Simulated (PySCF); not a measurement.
# Identify the compound

An unknown has the formula C₇H₈FNSi. Its calculated NMR data are:

¹H NMR (600 MHz, computed): δ 6.28 (m, 1H), 5.93 (m, 1H), 4.90 (s, 3H), 2.12 (s, 3H).

¹³C{¹H} NMR (computed): δ 160.8 (C), 121.0 (CH), 117.3 (CH), 94.5 (C), 91.9 (C), 75.6 (C), 5.7 (CH3).

All values are calculated (PySCF 2.14.0 with density-fitted response routines): σ from GIAO-PBE0/pcSseg-1, geometry from PBE0-D3(BJ)/def2-SVP. Single conformer, no relativistic terms, isolated molecule, averaged over atoms made equivalent by symmetry, fast rotation or ring inversion.

References, each an isolated molecule treated in the same way: ¹H and ¹³C against TMS.

Problem. Which of these isomers gave the spectra?
A. FCC#C[SiH2]n1cccc1
B. C#C[Si@H](C)n1cccc1F
C. CC#Cc1ccn([SiH3])c1F

Solution. C. 

The formula gives 5 degrees of unsaturation (1 ring in the answer). 7 carbon signals for 7 carbons: no two carbons are equivalent. Carbon types of the structure: 4 × C, 2 × CH, 1 × CH3, leaving 3 H on heteroatoms. δC 160.8: aromatic carbon bearing fluorine; the electronegative substituent deshields the carbon that carries it. δC 121.0: aromatic CH. δC 117.3: aromatic CH next to a ring nitrogen. δC 94.5, 75.6: alkyne carbon; sp carbons lie upfield of alkene carbons because the cylindrical π system leaves one tensor component strongly shielded. δC 91.9: substituted aromatic carbon.

The others: FCC#C[SiH2]n1cccc1 would give 5 carbon signals, not 7; C#C[Si@H](C)n1cccc1F would give 6 signals for carbon-bound and other non-exchanging H, not 4.

Splittings by ¹⁹F in the carbon and heteronuclear signals aren't shown, as no couplings were computed. Shifts are as computed. Against solution values, carbons near 30 ppm lie about +2 ppm off and those near 130 ppm about +5 ppm. Of 1211 compounds with measured shifts, 218 miss one by over three times the rms of a fit or turn the order of signals round; such compounds aren't used in these exercises. No couplings were computed; multiplicities are counted from neighbouring protons, with m where these are inequivalent, close in shift, in a saturated or five-membered ring or joined by F or P, and br s for small geminal =CH2 splittings.
